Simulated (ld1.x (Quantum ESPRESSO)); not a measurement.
## Which change was made? (Ge, TM)

| Item | Value |
| --- | --- |
| Element | Ge (Z = 32) |
| Generator | ld1.x (Quantum ESPRESSO) 7.5 |
| Type | norm-conserving Troullier–Martins (Kleinman–Bylander form) |
| Functional | PBEsol |
| Relativity | scalar-relativistic |
| Frozen core | [Ar] |
| Valence charge | 14 |
| Reference configuration | 3d10 4s2 4p1.5 (charge +0.5) |
| Partial waves | 4p (bound): rc 2.20 bohr; 3d (bound): rc 1.15 bohr; 4s (bound): rc 1.70 bohr |
| Local potential | the s channel |
| Core correction | none |

Cutoffs, loose and tight: the cutoffs (Ry, on a coarse ladder) from which the occupation-weighted sum of valence levels, in a spherical-Bessel basis at the reference potential, stays within 10 and 1 mRy of its value at 400 Ry. They do not see the model core or the augmentation charge, which bear on the density cutoff. Test errors are all-electron minus pseudo excitation energies from the reference, over the configurations 3d10 4s2 4p2; 3d10 4s2 4p1; 3d10 4s2 4p0; 3d10 4s2 4p2.3; 3d10 4s1 4p2; 3d9 4s2 4p2; 3d10 4s1 4p0; variants that change the core or the reference have their own tests.

The base gives: outcome: generated; cutoff, loose: 230 Ry; cutoff, tight: over 300 Ry; bound ghosts: none; largest test error (meV): -722.

(1) After one change the result is: outcome: generated; cutoff, loose: 180 Ry; cutoff, tight: 300 Ry; bound ghosts: none; largest test error (meV): -494. Which change was it?
A. all radii scaled by about 0.80 (s 1.36, p 1.76, d 0.92 bohr)
B. all radii scaled by about 1.16 (s 1.98, p 2.56, d 1.34 bohr)
C. all radii scaled by about 1.37 (s 2.32, p 3.00, d 1.58 bohr)

## Answers

(1) B. The others give: all radii scaled by about 0.80 (s 1.36, p 1.76, d 0.92 bohr) → outcome: generated; cutoff, loose: 300 Ry; cutoff, tight: over 300 Ry; bound ghosts: none; largest test error (meV): -824 | all radii scaled by about 1.37 (s 2.32, p 3.00, d 1.58 bohr) → outcome: generated; cutoff, loose: 140 Ry; cutoff, tight: 230 Ry; bound ghosts: p; largest test error (meV): -137.
